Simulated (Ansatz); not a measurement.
C₃H₉Cl₂MoNO₂, SMILES `C[N]=[Mo]([Cl])([Cl])([O]C)[O]C`, 18 atoms. Charge 0, multiplicity 1. Correlated methods include outer-core shells of Mo, which these sets cover unevenly. Mo takes the def2 core potential. Hardware: A = 4 threads of an AMD EPYC 7R13 on a shared host; B = 4 threads of an AMD EPYC 7R13 on a shared host and a share of an NVIDIA H100 80 GB. Correlated methods freeze the cores.

(1) Give the basis size and wall time and peak host memory of each of these runs in Ansatz. RHF-CCSD(T)/def2-TZVPP energy [B]; RHF-MP2/def2-QZVPP energy [B]; RKS PBE-D4/def2-TZVPP energy and forces [B]; RKS PBE0-D4/def2-QZVPP energy [B]; RKS PBE-QIDH (frozen core)/def2-TZVPP energy [B]; RKS PBE0-D4/def2-SVP energy [A]; RKS BLYP-D4/def2-TZVPP energy [B]; RKS PBE0-D4/def2-TZVP relaxation (14 steps) [B]; RKS ωB97M-V/def2-QZVPP energy [B]; RKS ωB97M-V/def2-SVP energy [A]; RHF-CCSD(T)/def2-SVP energy [B]; RKS BHLYP-D4/def2-TZVPP energy [B]. (Estimate.)

## Answers

(1) Computed: Other jobs shared the machine, so times are rough.

```json
{"level": "RKS PBE0-D4/def2-SVP", "job": "energy [A]", "functions": "196", "wall time": "4 s", "peak host memory (GiB)": "1.2"}
{"level": "RKS BLYP-D4/def2-TZVPP", "job": "energy [B]", "functions": "452", "wall time": "4.2 s", "peak host memory (GiB)": "0.93"}
{"level": "RKS PBE-QIDH (frozen core)/def2-TZVPP", "job": "energy [B]", "functions": "452", "wall time": "5 s", "peak host memory (GiB)": "2.1"}
{"level": "RKS PBE-D4/def2-TZVPP", "job": "energy and forces [B]", "functions": "452", "wall time": "5.5 s", "peak host memory (GiB)": "0.92"}
{"level": "RHF-CCSD(T)/def2-SVP", "job": "energy [B]", "functions": "196", "wall time": "6.5 s", "peak host memory (GiB)": "1.2"}
{"level": "RKS BHLYP-D4/def2-TZVPP", "job": "energy [B]", "functions": "452", "wall time": "6.5 s", "peak host memory (GiB)": "1.2"}
{"level": "RKS PBE0-D4/def2-QZVPP", "job": "energy [B]", "functions": "833", "wall time": "10 s", "peak host memory (GiB)": "1.4"}
{"level": "RHF-MP2/def2-QZVPP", "job": "energy [B]", "functions": "833", "wall time": "11 s", "peak host memory (GiB)": "1.5"}
{"level": "RKS ωB97M-V/def2-SVP", "job": "energy [A]", "functions": "196", "wall time": "13 s", "peak host memory (GiB)": "1.2"}
{"level": "RKS ωB97M-V/def2-QZVPP", "job": "energy [B]", "functions": "833", "wall time": "13 s", "peak host memory (GiB)": "1.5"}
{"level": "RKS PBE0-D4/def2-TZVP", "job": "relaxation (14 steps) [B]", "functions": "354", "wall time": "46 s", "peak host memory (GiB)": "1"}
{"level": "RHF-CCSD(T)/def2-TZVPP", "job": "energy [B]", "functions": "452", "wall time": "80 s", "peak host memory (GiB)": "2.9"}
```
